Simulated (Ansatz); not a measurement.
## A ladder of methods for SnClF (SMILES [F][Sn][Cl])

SnClF: 3 atoms, total charge 0, spin state singlet. SMILES: `[F][Sn][Cl]`. The coordinates come from a PBE0-D4/def2-TZVP relaxation.

```jsonl
{"atom": "F", "x (Å)": "-1.3896", "y (Å)": "0.2231", "z (Å)": "-0.7444"}
{"atom": "Sn", "x (Å)": "0.1643", "y (Å)": "0.8981", "z (Å)": "0.1907"}
{"atom": "Cl", "x (Å)": "1.2143", "y (Å)": "-1.1860", "z (Å)": "0.5405"}
```

Each level gives the energy change with the F1–Sn2 bond stretched from 1.935 to 2.903 Å (eV). The values are calculated.

| level | kind | program | value (eV) | less FCI/STO-3G | CPU time (all runs) |
| --- | --- | --- | --- | --- | --- |
| SVWN5/STO-3G (restricted) | LDA | Ansatz | 4.26 | +1.17 | 4.5 s |
| PBE/STO-3G (restricted) | GGA | Ansatz | 3.94 | +0.85 | 7.1 s |
| CAM-B3LYP/STO-3G (restricted) | range-separated hybrid | Ansatz | 4.81 | +1.72 | 5.8 s |
| wB97X/STO-3G (restricted) | range-separated hybrid | Ansatz | 4.86 | +1.77 | 18 s |
| RPA@PBE/STO-3G (restricted) | RPA | Ansatz | 3.10 | +0.01 | 11 s |
| MP2/STO-3G (restricted) | perturbation theory | Ansatz | 4.24 | +1.15 | 3.4 s |
| CCSD/STO-3G (restricted) | coupled cluster or CI | Ansatz | 2.95 | -0.14 | 3 s |
| CCSDT/STO-3G (restricted) | coupled cluster or CI | Ansatz | 3.09 | 0.00 | 4.5 s |
| FCI/STO-3G | exact in the basis | Ansatz | 3.09 | 0.00 | 5.6 s |

FCI/STO-3G is exact within its basis and frozen core, so for wave-function methods in that basis the difference is their error; functionals converge differently with the basis, so for them it is only a difference. All-electron rows without a relativistic Hamiltonian named are non-relativistic. The first shape isn't each level's own minimum. The values span 2.95 to 4.86 eV. All rows use very small basis sets, so none should be taken for the real molecule's value. In the correlated wave-function rows the outer d shell of Sn is correlated, in sets not made for it. In so small a basis fixed costs decide the times, and correlated methods can beat functionals. CPU times are rough (shared hosts, several kinds of processor and program).
